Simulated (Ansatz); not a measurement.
Ansatz results at the PBE0-D4/def2-TZVP geometry: HOMO–LUMO gap (PBE0/def2-TZVPP) 5.68 eV; HOMO energy (ωB97M-V/def2-TZVPP) -10.61 eV; size of the dipole moment (ωB97M-V/def2-TZVPP) 1.21 D.

Each molecule was computed in one conformer, which needn't be the lowest.

Task: Which molecule gave them?
A. `CSC=N`
B. `COCBC=N`
C. `BO[SiH2]B`
D. `OB(F)[NH][GeH3]`

Result: C. The others give `OB(F)[NH][GeH3]`: 8.13, -10.09, 0.38; `COCBC=N`: 5.20, -9.79, 2.28; `CSC=N`: 6.70, -8.98, 0.59.
